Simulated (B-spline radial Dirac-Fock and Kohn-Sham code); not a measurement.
**Dipole and non-dipole photoemission parameters of Se⁵⁺ 3d5/2**

System: selenium as Se⁵⁺ in the configuration [Ar] 3d10 4s1; threshold 135.3 eV (orbital energy of the model). The computed values come from a radial atomic solver: Dirac-Hartree-Slater photoionisation with a Latter tail; cross sections with all multipoles, angular parameters from the dipole term and its interference with E2.

```
hν (eV)   σ (kb)      β       γ      δ
    150     4220  0.296  -0.015  0.008
    175     3840  0.498  -0.014  0.013
    178     3780  0.519  -0.014  0.014
    205     3200  0.685  -0.008  0.017
    300     1620  0.994   0.026  0.025
    400      865  1.128   0.072  0.031
    435      708  1.154   0.088  0.032
    486      536  1.181   0.112  0.035
    521      447  1.194   0.129  0.037
    558      372  1.204   0.147  0.038
    614      286  1.213   0.174  0.041
    800      135  1.210   0.261  0.050
    898     95.2  1.198   0.305  0.054
   1110     49.2  1.162   0.393  0.065
   1310     28.8  1.122   0.466  0.075
   1670     12.8  1.048   0.576  0.093
   1690     12.3  1.044   0.582  0.094
   2000     6.83  0.985   0.658  0.110
   2240     4.57  0.943   0.708  0.122
   2510     3.03  0.900   0.757  0.136
   2940     1.70  0.840   0.823  0.158
 5414.7    0.163  0.619   1.053  0.277
   5660    0.136  0.604   1.068  0.288
   5930    0.113  0.589   1.083  0.300
   6000        ?      ?       ?      ?
   7930   0.0346  0.498   1.171  0.385
 9251.7   0.0182  0.452   1.210  0.437
  10800  0.00946  0.407   1.241  0.494
```

Q: Give the values at 6000 eV.

A: σ = 0.108 kb, β = 0.585, γ = 1.087, δ = 0.304.
